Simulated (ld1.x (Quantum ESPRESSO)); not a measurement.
## Wu–Cohen ultrasoft dataset for Mn (Z = 25), scalar-relativistic all-electron reference.

ld1.x (Quantum ESPRESSO) 7.5 input, shortened:

```
&input
   title='Mn', zed=25., rel=1, dft='WC', iswitch=3,
   config='[Ar] 3d5 4s1 4p0'
 /
 &inputp
   pseudotype=3, tm=.true., lloc=-1, rcloc=1.30,
   nlcc=.true., new_core_ps=.true.,
   which_augfun='PSQ', rmatch_augfun_nc=.true.
 /
6
4S  1  0   1.00   0.00  2.15  2.60  0.0
4S  1  0   0.00  -0.20  2.15  2.60  0.0
3P  2  1   6.00   0.00  1.25  1.35  0.0
4P  3  1   0.00   0.00  1.25  1.35  0.0
3D  3  2   5.00   0.00  1.70  2.00  0.0
3D  3  2   0.00   1.45  1.70  2.00  0.0
 &test
   configts(1)='3p6 3d5 4s1 4p0'
 /
```

All-electron outer shells of the reference configuration (Wu–Cohen, scalar-relativistic, ld1.x):

```tsv
shell	level (eV)	outermost node (bohr)	outermost maximum (bohr)
3s	-93.92	0.34	0.74
3p	-62.77	0.31	0.75
3d	-14.96	–	0.76
4s	-11.88	1.05	2.38
4p	-7.13	1.15	2.91
```

Problem. Estimate the cutoffs (Ry, on a coarse ladder) from which the occupation-weighted sum of valence levels, in a spherical-Bessel basis at the reference potential, stays within 10 and 1 mRy of its value at 400 Ry.

Solution. 45 Ry and 80 Ry.

Problem. Does the potential have ghost states?

Solution. Ghost state, extra bound levels that the all-electron valence spectrum of the same l lacks: s at -110.7 eV. A true bound ghost makes a file unfit for plane-wave use.

Problem. Is the overlap operator S = 1 + Σ q|β⟩⟨β| positive definite (Bessel basis up to 400 Ry)?

Solution. Yes: its lowest eigenvalue is 0.19 (s channel).

Problem. Which valence shell sets the plane-wave cutoff?

Solution. 3p: its level needs 50 Ry to come within 1 mRy, against 30 Ry for 3d.

Problem. Tests: 3p6 3d5 4s2 4p0; 3p6 3d5 4s0 4p0; 3p6 3d4 4s0 4p0; 3p6 3d4 4s2 4p0; 3p6 3d5 4s0 4p2; 3p6 3d6 4s1 4p0; 3p6 3d4 4s2 4p1. Which has the largest error in its energy relative to the reference configuration, and how large is it?

Solution. 3p6 3d4 4s2 4p0, with -75 meV (all-electron minus pseudo) on +4.79 eV.
